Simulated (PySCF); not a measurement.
RuHCl + F₂ → RuF₂ + HCl

Level: PBE0 in the def2-TZVP basis family, computed in PySCF with density fitting; scalar-relativistic core potentials for atoms from Rb on, none lighter, no spin–orbit coupling; open shells unrestricted.

```csv
species,state and structure,E (Eh),ZPE (kJ/mol),H(298 K) − H(0) (kJ/mol),S° (J/(mol K))
RuHCl,"quintet, Cs, Ru–Cl 2.258 Å, Ru–H 1.667 Å; Cl–Ru–H 152.7°",-555.52148,15.1,12.0,281.5
F₂,"singlet, D∞h, F–F 1.376 Å",-199.40856,6.6,8.7,201.9
RuF₂,"quintet, D∞h, Ru–F 1.866 Å (×2)",-294.48914,9.4,12.9,275.1
HCl,"singlet, C∞v, H–Cl 1.279 Å",-460.66440,17.9,8.7,186.6
```

Problem. What is the electronic reaction energy?

Solution. At PBE0/def2-TZVP, ΔE = -586.8 kJ/mol from the differences of the total energies times 2625.5, downhill. Fluorination of this kind underlies dry etching and chamber cleaning.

Problem. Add zero-point, thermal and entropy terms for 298.15 K and 1 bar.

Solution. ΔZPE = 5.6 and Δ[H(298) − H(0)] = 0.9 kJ/mol give ΔH° = -580.3 kJ/mol. ΔS° = -21.7 J/(mol K), so ΔG° = -580.3 − 298.15 × (-0.0217) = -574 kJ/mol.

Open d or f shells are single determinants, so the state found may not be the ground state. Each species is the lowest minimum found with this bonding; other isomers or fragments can lie lower.
